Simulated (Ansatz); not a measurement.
One geometry of Ba2Se3⁻, several levels of theory.

```yaml
crystal:
  periodic: [false, false, false]
  atoms:
    - {symbol: Ba, position_ang: [0.345650, 0.973059, -0.388175]}
    - {symbol: Ba, position_ang: [-0.954926, -2.735199, 1.097601]}
    - {symbol: Se, position_ang: [1.278749, 3.763686, -1.519888]}
    - {symbol: Se, position_ang: [-0.058021, -1.882618, -1.548581]}
    - {symbol: Se, position_ang: [-0.611452, -0.118928, 2.359032]}
basis:
  gaussian: {orbitals: def2-TZVPD, initial_orbitals: start.molden}
total_charge: -1
magnetization: {spin_polarized: true, initial_magnetization: 1}
correlation: {method: mp2}
scf: {omitted_lower_state_checks: [starts]}
output: {orbitals: {seedname: orbitals}}
```

The file start.molden holds the orbitals of an earlier run on this structure, at another level or in another basis.

```sh
$ ansatz run in.yaml --threads 4 --pin off --events-out ev --progress --plain --max-ram 8704MiB
```

It prints (some lines left out):

```
Functional definition: HF
1568 factors; integrals over basis functions are off by at most 6.0e-4 eV
mean field evaluation 1: about -197283.6818 eV, gradient 2.7e1 eV
mean field evaluation 2: about -197284.6831 eV, gradient 1.4e0 eV
mean field evaluation 4: about -197284.7685 eV, gradient 2.1e-1 eV
mean field evaluation 8: about -197284.7689 eV, gradient 3.3e-5 eV
mean field -197284.76886727 eV, -7250.0815314529 hartree, gradient 1.4e-6 eV, S^2 0.760031; 0 other end points of the search recorded, 0 dependent functions left out
27 core orbitals not correlated: weight in the atoms' cores, before any rotation towards them, 1.000 or more for the frozen orbitals, at most 0.000 for the correlated occupied ones
reference -197284.76886727 eV, -7250.0815314529 hartree; 35, 34 occupied and 189, 190 virtual orbitals, 1568 factors
second order -30.67332782 eV of doubles, -0.00000000 eV of singles
Total energy: -197315.44219509 eV, -7251.2087554590 hartree
Checks for a lower state left out: starts
```

Run time 81 s (4 threads of AMD EPYC on a shared host), peak host memory 1.1 GiB.

First input, but with `hamiltonian: {xc: pbe0, dispersion: d4}` and without the key `correlation` (abridged; 3.2 min):

```
Functional definition: PBE0
mean field -197421.20483697 eV, -7255.0954608596 hartree, gradient 9.1e-6 eV, S^2 0.753887
Total energy: -197421.38072293 eV, -7255.1019245495 hartree
Checks for a lower state left out: starts
```

First input, but with `hamiltonian: {xc: r2scan, dispersion: d4}` and without the key `correlation` (abridged; 3.2 min):

```
Functional definition: r2SCAN
mean field -197444.25495303 eV, -7255.9425370009 hartree, gradient 6.6e-6 eV, S^2 0.754990
Total energy: -197444.29507501 eV, -7255.9440114567 hartree
Checks for a lower state left out: starts
```

The first input with `hamiltonian: {xc: pbe}`, `correlation: {method: rpa}` and without the key `output` (abridged; 1.7 min):

```
Functional definition: PBE
mean field -197415.97795459 eV, -7254.9033764751 hartree, gradient 4.3e-6 eV, S^2 0.752871
27 core orbitals not correlated: weight in the atoms' cores, before any rotation towards them, 1.000 or more for the frozen orbitals, at most 0.000 for the correlated occupied ones
Total energy: -197329.52641779 eV, -7251.7263410968 hartree
Checks for a lower state left out: starts
```

As the first input, with `hamiltonian: {xc: pbe, dispersion: d4}`, `output: {forces: true, orbitals: {seedname: orbitals}}` and without the key `correlation` (abridged; 1.7 min):

```
Functional definition: PBE
mean field -197415.97795880 eV, -7254.9033766300 hartree, gradient 5.8e-6 eV, S^2 0.752871
Total energy: -197416.17664220 eV, -7254.9106781102 hartree
Atom 0 force    -0.035916    -0.111754     0.043244 eV/Å
Atom 1 force     0.065647     0.181868    -0.061950 eV/Å
Atom 2 force    -0.006885    -0.020906     0.008922 eV/Å
Atom 3 force    -0.024890     0.027357     0.108950 eV/Å
Atom 4 force     0.002045    -0.076566    -0.099166 eV/Å
Dipole moment:    -0.773888    -2.236170     0.899863 e Å
Checks for a lower state left out: starts
```

First input, but with `hamiltonian: {xc: {name: BLYP}, dispersion: d4}` and without the key `correlation` (abridged; 2.5 min):

```
Functional definition: BLYP
mean field evaluation 16: about -197445.9081 eV, gradient 2.2e-5 eV
mean field -197445.90807225 eV, -7256.0032880118 hartree, gradient 9.0e-6 eV, S^2 0.752343
Total energy: -197446.27507187 eV, -7256.0167749993 hartree
Checks for a lower state left out: starts
```

Geometry: PBE-D4/def2-SVPD.

In the def2 sets Ba takes a core potential; there is no spin–orbit coupling. Correlated methods freeze 27 core orbitals; core or outer-core shells of Ba, Se are correlated, in sets that lack core-valence functions. The structure comes from a short search, and lower isomers may exist.
